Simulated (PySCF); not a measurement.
**Working out the excitation energy of Sb**

Sb [Kr] 4d10 5s2 5p3 (4S) → Sb [Kr] 4d10 5s1 5p4 (4P). Calculation: PySCF 2.14, in x2c-TZVPPall (8s6p4d2f, 60 functions); the spin-free X2C one-electron Hamiltonian (Gaussian nucleus). Frozen: [Kr] 4d10. Energies in hartree (1 hartree = 27.21139 eV):

```
            part    Sb (lower)    Sb (upper)
             UHF  -6477.952345  -6477.676993
CCSD correlation     -0.071141     -0.084571
             (T)     -0.002301     -0.005737
```

Question: What does Hartree-Fock give?

Answer: (-6477.676993) − (-6477.952345) = 0.275352 hartree = 7.493 eV.

Question: What do CCSD and CCSD(T) give?

Answer: The CCSD correlation energies differ by -0.013430 hartree = -0.365 eV and the triples by -0.003436 hartree = -0.093 eV, so CCSD gives 7.128 eV and CCSD(T) 7.035 eV.

The coupled-cluster amplitudes are large, so a single reference is strained.
